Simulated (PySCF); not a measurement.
# Heteronuclear NMR

Molfile (atoms numbered from 1):
```
C8H11N
     RDKit          3D

 20 20  0  0  0  0  0  0  0  0999 V2000
   -3.1409   -0.3325   -0.3094 C   0  0  0  0  0  0  0  0  0  0  0  0
   -1.6571   -0.2339   -0.6385 C   0  0  0  0  0  0  0  0  0  0  0  0
   -0.8052   -0.1042    0.6305 C   0  0  0  0  0  0  0  0  0  0  0  0
    0.6483   -0.0076    0.2807 C   0  0  0  0  0  0  0  0  0  0  0  0
    1.2565    1.2157    0.0241 C   0  0  0  0  0  0  0  0  0  0  0  0
    2.5925    1.2481   -0.3379 C   0  0  0  0  0  0  0  0  0  0  0  0
    3.2771    0.0462   -0.4317 C   0  0  0  0  0  0  0  0  0  0  0  0
    2.7135   -1.1252   -0.1923 N   0  0  0  0  0  0  0  0  0  0  0  0
    1.4388   -1.1458    0.1509 C   0  0  0  0  0  0  0  0  0  0  0  0
   -3.4748    0.5549    0.2246 H   0  0  0  0  0  0  0  0  0  0  0  0
   -3.3362   -1.2015    0.3153 H   0  0  0  0  0  0  0  0  0  0  0  0
   -3.7281   -0.4256   -1.2199 H   0  0  0  0  0  0  0  0  0  0  0  0
   -1.3426   -1.1233   -1.1894 H   0  0  0  0  0  0  0  0  0  0  0  0
   -1.4803    0.6331   -1.2796 H   0  0  0  0  0  0  0  0  0  0  0  0
   -0.9760   -0.9759    1.2659 H   0  0  0  0  0  0  0  0  0  0  0  0
   -1.1152    0.7875    1.1801 H   0  0  0  0  0  0  0  0  0  0  0  0
    0.6885    2.1319    0.1126 H   0  0  0  0  0  0  0  0  0  0  0  0
    3.0901    2.1836   -0.5426 H   0  0  0  0  0  0  0  0  0  0  0  0
    4.3226    0.0139   -0.7089 H   0  0  0  0  0  0  0  0  0  0  0  0
    1.0232   -2.1288    0.3371 H   0  0  0  0  0  0  0  0  0  0  0  0
  1  2  1  0
  2  3  1  0
  3  4  1  0
  4  5  1  0
  5  6  2  0
  6  7  1  0
  7  8  2  0
  8  9  1  0
  9  4  2  0
  1 10  1  0
  1 11  1  0
  1 12  1  0
  2 13  1  0
  2 14  1  0
  3 15  1  0
  3 16  1  0
  5 17  1  0
  6 18  1  0
  7 19  1  0
  9 20  1  0
M  END
```

[PySCF: σ from GIAO-PBE0/pcSseg-1; GFN2-xTB structure; in vacuum; rapidly exchanging positions averaged; no relativistic terms; single conformer]

Q: Predict the 15N NMR data.

A: 
```csv
atoms,environment,σ (ppm),δ (ppm)
N8,pyridine-type ring nitrogen,-94.9,-60.6
```

Shieldings were converted by a linear fit to measured shifts: 15N (scatter 6.3 ppm rms vs CH3NO2, solution or neat liquid). Occasional misses reach two or three times the rms, and more in compound classes unlike the fitted ones.

On a 600 MHz spectrometer 15N resonates near 60.8 MHz, so 1 ppm is 60.8 Hz.
